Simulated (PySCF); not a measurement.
Computed shifts of a molecule C3H7BO3, PySCF with PBE/pcSseg-1, GIAO, gas phase, equivalent atoms averaged, in ppm (number of nuclei): ¹³C: 105.8 (1), 60.2 (1), 57.6 (1). ¹H: 5.78 (1), 5.69 (1), 4.05 (3), 4.04 (1), 3.63 (1). References: ¹³C against TMS (σ = 182.0 ppm); ¹⁷O against H2O (σ = 334.3 ppm); ¹¹B against BF3 (σ = 83.9 ppm); ¹H against TMS (σ = 31.49 ppm), references at their B3LYP-D3(BJ)/def2-TZVP geometries, non-relativistic. The structure is a stationary point at PBE0-D3(BJ)/def2-SVP. Other conformers were not sampled.

Q: Identify the compound among the candidates.
A. COB(C)OC=O
B. OB1COCCO1
C. COC(=O)B(C)O
D. COB1COCO1

A: D, COB1COCO1
